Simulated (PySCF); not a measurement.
Zero-point energy (kcal/mol) of eight silicon and germanium compounds: PBE-D3(BJ) beside PBE0-D3(BJ), computed with PySCF for isolated molecules in the bases named; differences from unrounded values. The eight are the first of their class met in an unordered collection, after screening for sound electronic states; none was chosen by its value. Each level has its own optimised geometry.

```csv
molecule,basis,PBE0-D3(BJ)
"Si(OH)4 (H4O4Si), SMILES O[Si](O)(O)O",def2-SVP,36.47
"Si(H)2(OH)(OSiH3) (H6O2Si2), SMILES O[SiH2]O[SiH3]",def2-SVP,38.79
"C3H4ClFSi, SMILES Cl[Si@H](CF)C#C",def2-SVP,37.81
"ClH6NSi3, SMILES Cl[SiH]1[SiH2]N[SiH2]1",def2-SVP,38.90
"C₃H₁₁ClSi₂, SMILES C[Si](C)(Cl)C[SiH3]",def2-SVP,80.38
"Cl2H3NOSi, SMILES Cl[Si](Cl)(N)O",def2-SVP,27.85
"CH4O4Si, SMILES C(O)([SiH](O)O)=O",def2-SVP,39.34
"Cl2H5NSi2, SMILES Cl[SiH2]N[SiH2]Cl",def2-SVP,34.66
```

Estimate the PBE-D3(BJ) values and say how PBE-D3(BJ) differs from PBE0-D3(BJ) over the set. (An estimate is asked for; the answer gives what the named calculation found.)


```
molecule                                            PBE-D3(BJ)  difference
--------------------------------------------------  ----------  ----------
Si(OH)4 (H4O4Si), SMILES O[Si](O)(O)O                    35.10       -1.36
Si(H)2(OH)(OSiH3) (H6O2Si2), SMILES O[SiH2]O[SiH3]       37.45       -1.34
C3H4ClFSi, SMILES Cl[Si@H](CF)C#C                        36.41       -1.40
ClH6NSi3, SMILES Cl[SiH]1[SiH2]N[SiH2]1                  37.45       -1.45
C₃H₁₁ClSi₂, SMILES C[Si](C)(Cl)C[SiH3]                   77.94       -2.44
Cl2H3NOSi, SMILES Cl[Si](Cl)(N)O                         26.98       -0.88
CH4O4Si, SMILES C(O)([SiH](O)O)=O                        37.72       -1.62
Cl2H5NSi2, SMILES Cl[SiH2]N[SiH2]Cl                      33.46       -1.21
```
PBE-D3(BJ) lies below PBE0-D3(BJ) in 8 and above it in 0 of the eight; the mean signed difference is -1.46 and the largest -2.44 kcal/mol.
